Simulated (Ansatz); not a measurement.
Ansatz results at the PBE0-D4/def2-TZVP geometry: HOMO–LUMO gap (B3LYP/def2-TZVPP) 5.60 eV; size of the dipole moment (ωB97M-V/def2-TZVPP) 3.51 D; HOMO energy (B3LYP/def2-TZVPP) -8.53 eV.

Each molecule was computed in one conformer, which needn't be the lowest.

Which molecule gave them?
A. `[OH][Ta]([Cl])([Cl])([Cl])[Cl]`
B. `[OH][Ta]([F])([F])([F])[F]`
C. `[OH][Ta]([OH])([OH])([F])[F]`
D. `[OH][Ta]([OH])([OH])([OH])[OH]`

A. The others give `[OH][Ta]([OH])([OH])([OH])[OH]`: 7.39, 3.54, -8.38; `[OH][Ta]([F])([F])([F])[F]`: 8.47, 3.33, -10.36; `[OH][Ta]([OH])([OH])([F])[F]`: 7.81, 1.91, -9.34.

B3LYP here is the variant with VWN-RPA as its local correlation; programs differ in this.
